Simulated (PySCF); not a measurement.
I3Ti (SMILES [I][Ti]([I])[I]), doublet, geometry from GFN2-xTB (such geometries of metal compounds can be far from the true shape) (the multiplicity is a formal guess) (all electrons, no relativity); PBE/STO-3G (PySCF).

The PySCF input:
```python
from pyscf import gto, scf, dft

mol = gto.M(
    atom='''
Ti   -0.26398825    0.29094200    0.54074495
I    -1.96538900   -1.56820713   -0.23004499
I     0.02545701    2.17943500   -1.27450510
I     2.04951202   -0.73199625    1.28008992
''',
    basis='sto-3g',
    spin=1,
    verbose=4,
)

mf = dft.UKS(mol)
mf.xc = 'pbe'
mf.kernel()
mf.analyze()
```

It wrote (shortened):

```
PySCF version 2.14.0

[INPUT] verbose = 4
[INPUT] num. atoms = 4
[INPUT] num. electrons = 181
[INPUT] charge = 0
[INPUT] spin (= nelec alpha-beta = 2S) = 1
[INPUT] symmetry False subgroup None
[INPUT] Mole.unit = angstrom
[INPUT] Symbol           X                Y                Z      unit          X                Y                Z       unit  Magmom
[...]
nuclear repulsion = 1722.77564150053
number of shells = 41
number of NR pGTOs = 297
number of NR cGTOs = 99
basis = sto-3g
ecp = {}

******** <class 'pyscf.dft.uks.UKS'> ********
method = UKS
initial guess = minao
damping factor = 0
level_shift factor = 0
DIIS = <class 'pyscf.scf.diis.CDIIS'>
diis_start_cycle = 1
diis_space = 8
diis_damp = 0
SCF conv_tol = 1e-09
SCF conv_tol_grad = None
SCF max_cycles = 50
direct_scf = True
direct_scf_tol = 1e-13
number electrons alpha = 91  beta = 90
XC library pyscf.dft.libxc version 7.1.2
    S. Lehtola, C. Steigemann, M. J. T. Oliveira, and M. A. L. Marques,  SoftwareX 7, 1–5 (2018)
XC functionals = pbe
    J. P. Perdew, K. Burke, and M. Ernzerhof,  Phys. Rev. Lett. 77, 3865 (1996)
    J. P. Perdew, K. Burke, and M. Ernzerhof,  Phys. Rev. Lett. 78, 1396 (1997)
    J. P. Perdew, K. Burke, and M. Ernzerhof,  Phys. Rev. Lett. 77, 3865 (1996)
    J. P. Perdew, K. Burke, and M. Ernzerhof,  Phys. Rev. Lett. 78, 1396 (1997)
radial grids:
    Treutler-Ahlrichs [JCP 102, 346 (1995); DOI:10.1063/1.469408] (M4) radial grids

becke partition: Becke, JCP 88, 2547 (1988); DOI:10.1063/1.454033
pruning grids: <function nwchem_prune>
grids dens level: 3
symmetrized grids: False
atomic radii adjust function: <function treutler_atomic_radii_adjust>
small_rho_cutoff = 0
Set gradient conv threshold to 3.16228e-05
tot grids = 86784
init E= -21332.0321566402

cycle= 1 E= -21397.1097883071  delta_E= -65.1  |g|= 0.356  |ddm|= 2.22

cycle= 2 E= -21389.1951692429  delta_E= 7.91  |g|= 3.48  |ddm|= 4.27
cycle= 3 E= -21397.2249479517  delta_E= -8.03  |g|= 0.206  |ddm|= 3.53
cycle= 4 E= -21397.2575342899  delta_E= -0.0326  |g|= 0.0583  |ddm|= 0.406
cycle= 5 E= -21397.2602405258  delta_E= -0.00271  |g|= 0.017  |ddm|= 0.154
cycle= 6 E= -21397.2604974127  delta_E= -0.000257  |g|= 0.000709  |ddm|= 0.0413
cycle= 7 E= -21397.2604979613  delta_E= -5.49e-07  |g|= 0.000203  |ddm|= 0.00222
cycle= 8 E= -21397.2604980032  delta_E= -4.19e-08  |g|= 1.04e-05  |ddm|= 0.000546
cycle= 9 E= -21397.2604980034  delta_E= -2.22e-10  |g|= 2.04e-06  |ddm|= 5.03e-05
Extra cycle  E= -21397.2604980033  delta_E= 7.28e-11  |g|= 3.97e-06  |ddm|= 1.39e-05
converged SCF energy = -21397.2604980033  <S^2> = 0.75759788  2S+1 = 2.0075835
**** SCF Summaries ****
Total Energy =                      -21397.260498003328394
Nuclear Repulsion Energy =            1722.775641500528309
One-electron Energy =               -32912.710699005227070
Two-electron Energy =                 9792.674559501370823
Two-electron Coulomb Energy =        10361.685929695884624
DFT Exchange-Correlation Energy =     -569.011370194513461
**** MO energy ****
                             alpha | beta                alpha | beta
[...]
To work with the spin densities directly, `use mulliken_meta_spin()` only printing them here.

 ** Mulliken spin pop alpha/beta on meta-lowdin orthogonal AOs **
 ** Mulliken Spin Density (per AO)  **
spin_pop of  0 Ti 1s        0.00000
spin_pop of  0 Ti 2s        0.00002
spin_pop of  0 Ti 3s        0.00013
spin_pop of  0 Ti 4s        0.26364
spin_pop of  0 Ti 2px      -0.00000
spin_pop of  0 Ti 2py      -0.00000
spin_pop of  0 Ti 2pz      -0.00000
spin_pop of  0 Ti 3px       0.00009
spin_pop of  0 Ti 3py       0.00011
spin_pop of  0 Ti 3pz       0.00029
spin_pop of  0 Ti 4px       0.01553
spin_pop of  0 Ti 4py       0.01805
spin_pop of  0 Ti 4pz       0.05308
spin_pop of  0 Ti 3dxy      0.07237
spin_pop of  0 Ti 3dyz      0.24962
spin_pop of  0 Ti 3dz^2     0.16516
spin_pop of  0 Ti 3dxz      0.20966
spin_pop of  0 Ti 3dx2-y2    0.01896
spin_pop of  1 I 1s        0.00000
spin_pop of  1 I 2s        0.00000
spin_pop of  1 I 3s        0.00000
spin_pop of  1 I 4s       -0.00000
spin_pop of  1 I 5s        0.00242
spin_pop of  1 I 2px      -0.00000
spin_pop of  1 I 2py      -0.00000
spin_pop of  1 I 2pz      -0.00000
spin_pop of  1 I 3px      -0.00000
spin_pop of  1 I 3py      -0.00000
spin_pop of  1 I 3pz      -0.00000
spin_pop of  1 I 4px      -0.00000
spin_pop of  1 I 4py      -0.00000
spin_pop of  1 I 4pz      -0.00001
spin_pop of  1 I 5px      -0.00370
spin_pop of  1 I 5py      -0.00390
spin_pop of  1 I 5pz      -0.01703
spin_pop of  1 I 3dxy      0.00000
spin_pop of  1 I 3dyz      0.00000
spin_pop of  1 I 3dz^2     0.00000
spin_pop of  1 I 3dxz      0.00000
spin_pop of  1 I 3dx2-y2    0.00000
spin_pop of  1 I 4dxy     -0.00000
spin_pop of  1 I 4dyz     -0.00000
spin_pop of  1 I 4dz^2    -0.00000
spin_pop of  1 I 4dxz     -0.00000
spin_pop of  1 I 4dx2-y2   -0.00000
spin_pop of  2 I 1s        0.00000
spin_pop of  2 I 2s        0.00000
spin_pop of  2 I 3s        0.00000
spin_pop of  2 I 4s       -0.00000
spin_pop of  2 I 5s        0.00242
spin_pop of  2 I 2px      -0.00000
spin_pop of  2 I 2py      -0.00000
spin_pop of  2 I 2pz      -0.00000
spin_pop of  2 I 3px      -0.00000
spin_pop of  2 I 3py      -0.00000
spin_pop of  2 I 3pz      -0.00000
spin_pop of  2 I 4px      -0.00001
spin_pop of  2 I 4py      -0.00000
spin_pop of  2 I 4pz      -0.00001
spin_pop of  2 I 5px      -0.01014
spin_pop of  2 I 5py      -0.00269
spin_pop of  2 I 5pz      -0.01179
spin_pop of  2 I 3dxy      0.00000
spin_pop of  2 I 3dyz      0.00000
spin_pop of  2 I 3dz^2     0.00000
spin_pop of  2 I 3dxz      0.00000
spin_pop of  2 I 3dx2-y2    0.00000
spin_pop of  2 I 4dxy     -0.00000
spin_pop of  2 I 4dyz     -0.00000
spin_pop of  2 I 4dz^2    -0.00000
spin_pop of  2 I 4dxz     -0.00000
spin_pop of  2 I 4dx2-y2   -0.00000
spin_pop of  3 I 1s        0.00000
spin_pop of  3 I 2s        0.00000
spin_pop of  3 I 3s        0.00000
spin_pop of  3 I 4s       -0.00000
spin_pop of  3 I 5s        0.00242
spin_pop of  3 I 2px      -0.00000
spin_pop of  3 I 2py      -0.00000
spin_pop of  3 I 2pz      -0.00000
spin_pop of  3 I 3px       0.00000
spin_pop of  3 I 3py      -0.00000
spin_pop of  3 I 3pz      -0.00000
spin_pop of  3 I 4px      -0.00000
spin_pop of  3 I 4py      -0.00001
spin_pop of  3 I 4pz      -0.00001
spin_pop of  3 I 5px       0.00058
spin_pop of  3 I 5py      -0.00881
spin_pop of  3 I 5pz      -0.01640
spin_pop of  3 I 3dxy      0.00000
spin_pop of  3 I 3dyz      0.00000
spin_pop of  3 I 3dz^2     0.00000
spin_pop of  3 I 3dxz      0.00000
spin_pop of  3 I 3dx2-y2    0.00000
spin_pop of  3 I 4dxy     -0.00000
spin_pop of  3 I 4dyz     -0.00000
spin_pop of  3 I 4dz^2    -0.00000
spin_pop of  3 I 4dxz     -0.00000
spin_pop of  3 I 4dx2-y2   -0.00000
 ** Mulliken Spin Density (per atom)  **
spin density of  0 Ti =      1.06671
spin density of  1 I =     -0.02224
spin density of  2 I =     -0.02223
spin density of  3 I =     -0.02224
 ** Mulliken pop alpha/beta on meta-lowdin orthogonal AOs **
 ** Mulliken pop       alpha | beta **
In total            91.00000 | 90.00000
 ** Mulliken atomic charges   ( Nelec_alpha | Nelec_beta ) **
charge of  0Ti =      0.72092  (    11.17289     10.10619 )
charge of  1I =     -0.24030  (    26.60903     26.63127 )
charge of  2I =     -0.24031  (    26.60904     26.63127 )
charge of  3I =     -0.24031  (    26.60904     26.63127 )
Dipole moment(X, Y, Z, Debye): -0.57717,  0.63604,  1.18227
```
